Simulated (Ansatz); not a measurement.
```xyz
23

C     1.3734   -3.1232   -1.0088
O     1.5285   -2.0435   -0.1421
Zr    1.8705   -0.6579    1.0889
Cl    3.9712    0.3657    0.6715
Cl    1.7890   -1.4519    3.3243
N     0.4497    0.7376    0.8781
C    -0.7472    1.0342    0.0936
C    -0.5405    2.3454   -0.6622
C    -1.9456    1.1585    1.0325
C    -0.9876   -0.0956   -0.8972
H     2.2591   -3.2308   -1.6414
H     0.5003   -2.9625   -1.6488
H     1.2290   -4.0465   -0.4408
H     0.6102    1.4993    1.5386
H    -0.3575    3.1687    0.0340
H     0.3195    2.2696   -1.3308
H    -1.4231    2.5975   -1.2554
H    -2.8573    1.3859    0.4742
H    -1.7872    1.9611    1.7581
H    -2.0970    0.2283    1.5840
H    -0.1406   -0.2045   -1.5790
H    -1.8788    0.1102   -1.4931
H    -1.1379   -1.0455   -0.3781
```

Total charge 0; spin multiplicity 1. Zr: def2 effective core potential.

**Question.** List the r2SCAN/def2-TZVPP orbital energies in eV (Ansatz 0.2.0). (Estimate.)

**Answer.** Computed: Occupied: -2752.60, -2752.60, -516.43, -385.14, -274.81, -274.56, -273.04, -272.95, -272.95, -254.00, -253.99, -192.47, -192.46, -192.43, -192.43, -192.42, -192.42, -56.93, -34.20, -33.73, -33.68, -26.40, -23.40, -20.25, -20.13, -19.94, -18.21, -18.12, -17.80, -14.51, -12.49, -12.29, -11.96, -11.90, -11.64, -11.61, -10.50, -10.19, -9.69, -9.42, -9.11, -8.94, -8.86, -8.80, -8.35, -8.29, -8.26, -7.85, -7.78, -7.78, -7.55, -6.23. Lowest empty: -1.74, -1.19, -1.05, -0.67, -0.44, -0.20, 0.72, 1.06.
